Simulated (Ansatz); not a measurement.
System: SnCl₄, net charge -1, doublet state. SMILES of the parent species: [Cl][Sn]([Cl])([Cl])[Cl]
Geometry from a B3LYP-D3(BJ)/def2-TZVP (Ansatz, a first-principles code) optimisation:
```
Sn
Cl 1 2.5095
Cl 1 2.5095 2 109.47
Cl 1 2.5095 2 109.47 3 -120.00
Cl 1 2.5095 2 109.47 3 120.00
```
Charge -1, spin multiplicity 2.

Parts of the frozen-core correlation energy in def2-SVP (Ansatz, hartree). Frozen orbitals: 29; correlated occupied orbitals by spin: 17 and 16; virtual: 52 and 53. UHF or UKS for open shells. Spin-orbit coupling is left out. Past Kr the def2 sets carry scalar-relativistic core potentials.

```csv
term,value
reference (HF),-2051.00302
MP2 opposite-spin,-0.43265
MP2 same-spin,-0.16296
CCSD correlation,-0.64534
(T),-0.01420
T1 diagnostic,0.012
largest doubles amplitude,0.024
<S^2> of the reference,0.772
```
